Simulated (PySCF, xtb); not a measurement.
C5H7BO, SMILES C#CB1OC[C@@H]1C.

GFN2-xTB run with xtb 6.7.1 at its own geometry gives an orbital gap of 4.08 eV and a dipole moment of 1.29 D.

Geometry optimised at PBE0-D3(BJ)/def2-SVP. The structure was generated by enumeration; whether it is a known compound was not checked.

What does PySCF with PBE/def2-TZVP give? (An estimate is asked for; the answer gives what the named calculation found.)

gap 4.49 eV (levels -6.55 and -2.06 eV), dipole 1.42 D.
